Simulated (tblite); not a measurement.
Compound: CH9Ge2NSi.
Numbering: `[H]/[N:1]=[CH:2]\[GeH2:3][GeH2:4][SiH3:5]` (hydrogens: H6 on N1; H7 on C2; H8, H9 on Ge3; H10, H11 on Ge4; H12, H13, H14 on Si5)

Computed with GFN2-xTB (tblite), gas phase: L-BFGS steps from a force-field or distance-geometry start until the largest atomic force falls under 0.01 eV/Å.

Step 48: E = -413.2296 eV
```
atom  x, y, z in Å  |  force x, y, z in eV/Å
N1      3.8483   -0.4916   -0.0762    0.005   0.003   0.003
C2      2.6436   -0.7053    0.1845   -0.011   0.007   0.006
Ge3     1.0598    0.2381   -0.5915    0.014  -0.025   0.002
Ge4    -1.0477    0.0467    0.5500    0.043  -0.011   0.016
Si5    -3.0585    0.2572   -0.6447   -0.023   0.005  -0.001
H6      4.0191    0.2542   -0.7532   -0.008   0.007   0.015
H7      2.4531   -1.4967    0.9083    0.001  -0.006  -0.017
H8      1.5316    1.6558   -0.8754   -0.009  -0.003  -0.009
H9      0.9390   -0.3051   -2.0068    0.005   0.007  -0.006
H10    -0.9681    0.9531    1.7643   -0.008   0.006  -0.018
H11    -0.9681   -1.3019    1.2468   -0.006   0.010  -0.005
H12    -4.1734   -0.1947    0.1857   -0.017   0.002   0.000
H13    -3.2761    1.6509   -1.0326    0.006   0.006   0.012
H14    -3.0033   -0.5613   -1.8566    0.009  -0.008   0.004
```

Step 49: E = -413.2298 eV
```
atom  x, y, z in Å  |  force x, y, z in eV/Å
N1      3.8488   -0.4887   -0.0738    0.015   0.004   0.001
C2      2.6444   -0.7063    0.1844   -0.018   0.000  -0.001
Ge3     1.0594    0.2352   -0.5930    0.023  -0.025   0.008
Ge4    -1.0483    0.0469    0.5473    0.057  -0.022   0.040
Si5    -3.0591    0.2575   -0.6436   -0.043   0.008  -0.022
H6      4.0194    0.2592   -0.7486   -0.011   0.010   0.015
H7      2.4560   -1.5013    0.9047   -0.006  -0.004  -0.013
H8      1.5322    1.6531   -0.8741   -0.010  -0.002  -0.012
H9      0.9392   -0.3069   -2.0084    0.007   0.006  -0.009
H10    -0.9662    0.9551    1.7604   -0.010   0.006  -0.021
H11    -0.9695   -1.3005    1.2484   -0.007   0.018  -0.012
H12    -4.1739   -0.1943    0.1871   -0.014   0.004   0.000
H13    -3.2769    1.6516   -1.0317    0.007  -0.001   0.014
H14    -3.0062   -0.5610   -1.8563    0.009  -0.003   0.012
```

Step 50: E = -413.2302 eV
```
atom  x, y, z in Å  |  force x, y, z in eV/Å
N1      3.8500   -0.4829   -0.0691    0.025   0.005  -0.001
C2      2.6461   -0.7084    0.1840   -0.017  -0.013  -0.015
Ge3     1.0594    0.2291   -0.5956    0.035  -0.018   0.014
Ge4    -1.0484    0.0469    0.5428    0.063  -0.033   0.065
Si5    -3.0610    0.2582   -0.6419   -0.060   0.008  -0.045
H6      4.0198    0.2693   -0.7392   -0.015   0.015   0.016
H7      2.4617   -1.5105    0.8973   -0.018   0.001  -0.006
H8      1.5335    1.6477   -0.8719   -0.013  -0.003  -0.017
H9      0.9396   -0.3105   -2.0116    0.011   0.004  -0.011
H10    -0.9629    0.9593    1.7525   -0.011   0.008  -0.020
H11    -0.9727   -1.2977    1.2510   -0.007   0.024  -0.018
H12    -4.1751   -0.1936    0.1900   -0.010   0.006   0.000
H13    -3.2788    1.6528   -1.0299    0.007  -0.009   0.016
H14    -3.0120   -0.5603   -1.8556    0.010   0.004   0.022
```

Task: Estimate the geometry and energy of step 51. (The exact step hangs on the optimiser's Hessian estimate; all steps are aligned on step 50, rigid shifts and turns removed.)

Result: E = -413.2308 eV, largest force 0.097 eV/Å
```
atom  x, y, z in Å  |  force x, y, z in eV/Å
N1      3.8522   -0.4733   -0.0613    0.027   0.004   0.000
C2      2.6491   -0.7123    0.1832    0.001  -0.033  -0.034
Ge3     1.0603    0.2190   -0.5997    0.047  -0.004   0.018
Ge4    -1.0476    0.0466    0.5362    0.046  -0.039   0.076
Si5    -3.0650    0.2596   -0.6396   -0.061   0.005  -0.059
H6      4.0201    0.2865   -0.7232   -0.021   0.022   0.019
H7      2.4713   -1.5260    0.8848   -0.035   0.011   0.001
H8      1.5356    1.6389   -0.8688   -0.015  -0.006  -0.023
H9      0.9407   -0.3165   -2.0169    0.016   0.002  -0.012
H10    -0.9578    0.9665    1.7392   -0.011   0.012  -0.013
H11    -0.9782   -1.2927    1.2547   -0.004   0.021  -0.019
H12    -4.1774   -0.1923    0.1947   -0.006   0.008   0.001
H13    -3.2824    1.6548   -1.0266    0.006  -0.013   0.017
H14    -3.0215   -0.5592   -1.8539    0.009   0.010   0.027
```

The energy changes by -0.0006 eV. The first-order estimate −F·Δx gives -0.0008 eV and the mean of the old and new forces, exact on a quadratic surface, -0.0006 eV. The step makes an angle of 83° with the force vector and moves no atom by more than 0.023 Å.

The cost below is that of the whole relaxation. On one thread of an Arm Neoverse N1, shared host, this took 1.2 s of wall time.
